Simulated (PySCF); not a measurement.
A structure optimised at PBE-D3(BJ)/def2-SVP, used in a PySCF frequency run:

```xyz
12

Si     1.6506     0.9557    -0.5542
C      0.7388    -0.7138    -0.3234
O     -0.6726    -0.5504    -0.4630
Si    -1.7053    -0.3780     0.8555
H      3.1363     0.7490    -0.4103
H      1.3527     1.5109    -1.9180
H      1.1840     1.9361     0.4865
H      1.0868    -1.4269    -1.1040
H      1.0214    -1.1727     0.6557
H     -1.4405     0.8955     1.6188
H     -3.0906    -0.3569     0.2881
H     -1.5361    -1.5362     1.8081
```
Charge 0, spin multiplicity 1.

### Question
Write its SMILES and formula.

### Answer
[SiH3]CO[SiH3], CH8OSi2

### Question
What are its rotational constants (standard atomic weights)?

### Answer
11.223, 1.8767, 1.7552 GHz
